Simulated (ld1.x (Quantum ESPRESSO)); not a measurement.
**u(r) = r·R(r): atom against pseudo-atom (Mn)**

Columns: radius, all-electron u(r) and pseudo u(r) of the 4p shell (level -1.58 eV) of manganese in the configuration [Ne] 3s2 3p6 3d5 4s1.75 4p0.25; PBE, scalar-relativistic, PAW scheme, ld1.x (Quantum ESPRESSO) 7.5.

```json
{"r (bohr)": "0.098", "all-electron": "0.0891", "pseudo": "-0.0143"}
{"r (bohr)": "0.195", "all-electron": "0.0903", "pseudo": "-0.0528"}
{"r (bohr)": "0.292", "all-electron": "0.0126", "pseudo": "-0.1051"}
{"r (bohr)": "0.390", "all-electron": "-0.0759", "pseudo": "-0.1581"}
{"r (bohr)": "0.488", "all-electron": "-0.1408", "pseudo": "-0.1982"}
{"r (bohr)": "0.585", "all-electron": "-0.1738", "pseudo": "-0.2164"}
{"r (bohr)": "0.682", "all-electron": "-0.1785", "pseudo": "-0.2107"}
{"r (bohr)": "0.780", "all-electron": "-0.1614", "pseudo": "-0.1837"}
{"r (bohr)": "0.878", "all-electron": "-0.1292", "pseudo": "-0.1421"}
{"r (bohr)": "0.975", "all-electron": "-0.0883", "pseudo": "-0.0939"}
{"r (bohr)": "1.072", "all-electron": "-0.0425", "pseudo": "-0.0440"}
{"r (bohr)": "1.170", "all-electron": "0.0057", "pseudo": "0.0055"}
{"r (bohr)": "1.268", "all-electron": "0.0537", "pseudo": "0.0537"}
{"r (bohr)": "1.365", "all-electron": "0.0997", "pseudo": "0.0997"}
{"r (bohr)": "1.463", "all-electron": "0.1440", "pseudo": "0.1440"}
{"r (bohr)": "1.560", "all-electron": "0.1851", "pseudo": "0.1851"}
{"r (bohr)": "1.658", "all-electron": "0.2237", "pseudo": "0.2237"}
{"r (bohr)": "1.755", "all-electron": "0.2588", "pseudo": "0.2588"}
{"r (bohr)": "1.852", "all-electron": "0.2909", "pseudo": "0.2909"}
{"r (bohr)": "1.950", "all-electron": "0.3204", "pseudo": "0.3204"}
{"r (bohr)": "2.047", "all-electron": "0.3467", "pseudo": "0.3467"}
{"r (bohr)": "2.145", "all-electron": "0.3706", "pseudo": "0.3706"}
{"r (bohr)": "2.242", "all-electron": "0.3917", "pseudo": "0.3917"}
{"r (bohr)": "2.340", "all-electron": "0.4105", "pseudo": "0.4105"}
{"r (bohr)": "2.438", "all-electron": "0.4271", "pseudo": "0.4271"}
{"r (bohr)": "2.535", "all-electron": "0.4412", "pseudo": "0.4412"}
```

**Question.** How many radial nodes do the two functions have?

**Answer.** The all-electron 4p function has n − l − 1 = 2; the pseudo-wave has 1, since 1 lower shell of the same l stays in the valence.

**Question.** At about which radius was the pseudo-wave matched?

**Answer.** 1.30 bohr. The columns agree to 0.0005 from 1.17 bohr on; several derivatives are matched, so the curves merge somewhat inside the radius.

**Question.** Is the pseudo-wave norm-conserving?

**Answer.** No, it belongs to a PAW set: the norm inside the radius is not constrained, and the difference is carried by the augmentation charge.
